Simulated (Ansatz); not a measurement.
Basis-set series for `CB(F)BCl`. Total charge 0; spin multiplicity 1. The geometry is a stationary point of PBE0-D4/def2-TZVP. It is one conformer, not always the lowest.

Cartesian coordinates in Å:
```
C -0.829 0.605 -0.809
B -0.307 -0.505 0.156
F -0.989 -1.651 0.230
B 1.107 -0.363 1.087
Cl 2.645 -0.728 0.339
H -0.705 1.613 -0.404
H -0.215 0.571 -1.719
H -1.870 0.456 -1.104
H 1.163 0.001 2.224
```

```
functional       basis  functions  energy (Eh)  HOMO (eV)  LUMO (eV)
   PBE0-D4    def2-SVP         94   -649.68243      -7.66      -1.66
   PBE0-D4  def2-QZVPP        418   -650.08278      -7.82      -1.88
   ωB97M-V    def2-SVP         94   -649.94486      -9.87       0.45
   ωB97M-V  def2-QZVPP        418   -650.34994     -10.06       0.11
```

Problem. Give the rows for def2-TZVPP. (An estimate is asked.)

Solution. Ansatz gave: 
```json
{"functional": "PBE0-D4", "basis": "def2-TZVPP", "functions": "222", "energy (Eh)": "-650.05891", "HOMO (eV)": "-7.79", "LUMO (eV)": "-1.84"}
{"functional": "ωB97M-V", "basis": "def2-TZVPP", "functions": "222", "energy (Eh)": "-650.32736", "HOMO (eV)": "-10.03", "LUMO (eV)": "0.19"}
```

Positive LUMOs are unbound and depend on the basis.
